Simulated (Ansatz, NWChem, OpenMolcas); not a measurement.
**How methods differ on LiI (Lithium Iodide)**

LiI has 2 atoms, charge 0, and is taken as a singlet. SMILES: `[Li][I]`. Geometry: the measured bond length.

```tsv
atom	x (Å)	y (Å)	z (Å)
Li	0.0000	0.0000	0.0000
I	0.0000	0.0000	2.3919
```

Quantity: the electronic atomisation energy, in eV. The values are calculated. Electronic energies at fixed atoms, without zero-point motion or spin-orbit coupling.

```
                                level                    kind     program  value (eV)
  revPBE/def2-TZVPPD (core potential)                     GGA      Ansatz        3.53
   M06-L/def2-TZVPPD (core potential)                meta-GGA  OpenMolcas        3.79
  M06-2X/def2-TZVPPD (core potential)         hybrid meta-GGA  OpenMolcas        3.65
    PBE0/def2-TZVPPD (core potential)           global hybrid  OpenMolcas        3.68
   wB97X/def2-TZVPPD (core potential)  range-separated hybrid      NWChem        3.73
PBE-QIDH/def2-TZVPPD (core potential)           double hybrid      Ansatz        3.75
RPA@PBE0/def2-TZVPPD (core potential)                     RPA      Ansatz        3.34
     MP3/def2-TZVPPD (core potential)     perturbation theory      NWChem        3.61
    CCSD/def2-TZVPPD (core potential)   coupled cluster or CI      NWChem        3.60
                           FCI/STO-3G      exact in the basis      Ansatz        3.94
```

All-electron rows without a relativistic Hamiltonian named are non-relativistic, while core potentials hold scalar relativity, so basis and relativity change together. The values span 3.34 to 3.94 eV. Minimal STO sets describe s-block atoms so badly that they can place the ion below the atom. High-level rows in very small sets aren't better than simpler rows in larger ones. In the correlated wave-function rows the outer d shell of I is correlated, in sets not made for it.
